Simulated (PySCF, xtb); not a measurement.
SiOBr, SMILES O=[Si]Br, multiplicity 2.

Harmonic wavenumbers (cm⁻¹) from xtb with GFN2-xTB at its own minimum, in rising order: 194, 362, 1381.

### Question
What does PBE-D3(BJ)/def2-TZVP (PySCF) give at its own minimum? (Estimate from the structure and the level; the computed values follow.)

### Answer
189, 380, 1132. Paired by order, the mean absolute difference is 91 cm⁻¹ and the zero-point energies are 2.8 and 2.4 kcal/mol.
